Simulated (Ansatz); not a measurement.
Reaction (ligand exchange at the Si–C bond): `[SiH3]C[SiH2]Br` + `[NH2][Sc]([OH])[OH]` → `[NH2][Sc]([OH])[O][SiH3]` + `C[SiH2]Br`

Isolated molecules relaxed with PBE0-D4/def2-TZVP in Ansatz; ΔE leaves out vibrations. CCSD(T)/CBS is the MP2 limit (def2-TZVPP, def2-QZVPP) plus CCSD(T) − MP2 in def2-TZVPP, frozen cores. Functionals use def2-TZVPP. For Br, Sc outer-core shells are correlated without core-valence functions, which leaves a few kJ/mol of doubt a bond. Scalar relativity is left out up to krypton. One conformer a species, not always the lowest.

`[SiH3]C[SiH2]Br`:

```xyz
11

Si    0.950   -1.336    0.240
C    -0.639   -0.348    0.085
Si   -0.379    1.454   -0.277
Br   -2.338    2.504   -0.442
H     1.787   -0.789    1.341
H     0.648   -2.762    0.532
H     1.725   -1.260   -1.026
H    -1.250   -0.782   -0.713
H    -1.207   -0.441    1.016
H     0.378    2.116    0.812
H     0.326    1.645   -1.568
```

`[NH2][Sc]([OH])[OH]`:

Z-matrix (Å, degrees):
```
N
Sc 1 1.986
H 1 1.012 2 126.2
H 1 1.012 2 126.2 3 -180.0
O 2 1.875 1 116.3 3 0.0
O 2 1.875 1 116.3 3 180.0
H 5 0.952 2 169.0 1 179.9
H 6 0.952 2 169.1 1 -179.9
```

`[NH2][Sc]([OH])[O][SiH3]`:

Cartesian coordinates in Å:
```
N -0.576 0.151 2.457
Sc -0.943 0.172 0.511
O -2.712 0.472 -0.010
O 0.535 -0.111 -0.659
Si 1.743 -0.340 -1.720
H 0.325 0.003 2.894
H -1.253 0.287 3.196
H -3.535 0.607 -0.469
H 2.500 0.925 -1.937
H 1.218 -0.796 -3.039
H 2.697 -1.372 -1.224
```

`C[SiH2]Br`:

Cartesian coordinates in Å:
```
C -0.057 0.875 -0.524
Si -0.111 -0.756 0.364
Br 1.756 -1.026 1.551
H -0.972 1.010 -1.109
H 0.797 0.917 -1.203
H 0.024 1.699 0.187
H -0.191 -1.894 -0.584
H -1.245 -0.825 1.317
```

```csv
level,ΔE (kcal/mol)
ωB97M-V,-25.7
SCS-MP2/def2-TZVPP,-27.8
MP2/def2-QZVPP,-26.6
CCSD/CBS(def2),-27.3
```

Task: What does CCSD(T)/CBS give? (Best estimate.)

Result: Computed: -26.6 kcal/mol. The listed levels differ from it by 0.9, -1.2, 0.0, -0.7 kcal/mol.

Largest T1 diagnostic among the species: 0.016.

In def2-TZVPP, CCSD(T) changes the Hartree–Fock value by +5.8 kcal/mol (the triples alone add +0.7 kcal/mol) and MP2 by +5.9 kcal/mol. The D4 term adds +1.1 kcal/mol with B3LYP and +0.6 kcal/mol with PBE0; it sums over pairs of atoms, weighted by their polarisabilities, and B3LYP, whose exchange is more repulsive, gets the larger term. From PBE to PBE0 (25 % exact exchange), in def2-TZVPP and without D4, ΔE moves by −1.1 kcal/mol.

B3LYP here is the variant with VWN-RPA as its local correlation; programs differ in this.
